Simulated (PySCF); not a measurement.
Cl2FGa. Atoms are numbered in the order given.

```xyz
4

Ga     0.0000     0.0000     0.2522
F      0.0000     0.0000     1.9877
Cl     0.0000     1.8572    -0.7561
Cl     0.0000    -1.8572    -0.7561
```
Charge 0, spin multiplicity 1.

The structure is a stationary point at PBE0-D3(BJ)/def2-SVP.

The numbers are results of PySCF with PBE0/pcSseg-2, not measurements.

GIAO shieldings, no solvent; atoms alike by connectivity are averaged. δ = σ(ref) − σ: ¹⁹F against CFCl3 (σ = 165.8 ppm); ³⁵Cl against HCl (σ = 943.3 ppm), references at their B3LYP-D3(BJ)/def2-TZVP geometries, non-relativistic (without spin–orbit terms, shifts of atoms bonded to Cl or Br come out too high).

### Question
Estimate the chemical shifts. (An estimate is asked for; the answer gives what the named calculation found.)

### Answer

```csv
nucleus,atoms,count,δ (ppm)
¹⁹F,F2,1,-145.2
³⁵Cl,"Cl3, Cl4",2,32.8
```
